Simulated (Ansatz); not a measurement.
Species: GeNH$_{4}$, charge 0, doublet. GeNH4 (SMILES [NH2][GeH2], doublet).
B3LYP-D3(BJ)/def2-TZVP minimum from Ansatz (an electronic-structure program):
```xyz
6

Ge    -0.3847     0.0229    -0.0687
N      1.4487    -0.1357     0.1771
H     -0.6515     1.5560    -0.0974
H     -1.0136    -0.6013     1.2109
H      1.8007    -1.0685     0.3459
H      2.0354     0.3299    -0.5021
```
Charge 0, spin multiplicity 2.

Atomisation energy term by term, kcal/mol (programs: Ansatz). Radicals and triplets start from unrestricted determinants; spin-orbit coupling is neglected. Cores are frozen in correlated methods (noble-gas shells, and filled d and f shells in the p block). No relativity. CBS(X,Y): correlation extrapolated as X^-3, Hartree-Fock from the larger set. A bracket is a step between two methods taken in the basis named. Where a partner has so few electrons that a lower coupled-cluster level is exact, that level stands in.

```tsv
term	basis	kcal/mol
Hartree-Fock	cc-pVQZ	264.70
CCSD correlation	CBS(cc-pVTZ,cc-pVQZ)	120.46
(T)	CBS(cc-pVTZ,cc-pVQZ)	6.22
CCSDT(Q) - CCSD(T)	cc-pVTZ	0.29
sum: De		391.7
```

The step beyond CCSD(T) by other levels: CCSDT(Q) in cc-pVDZ 0.62 kcal/mol.
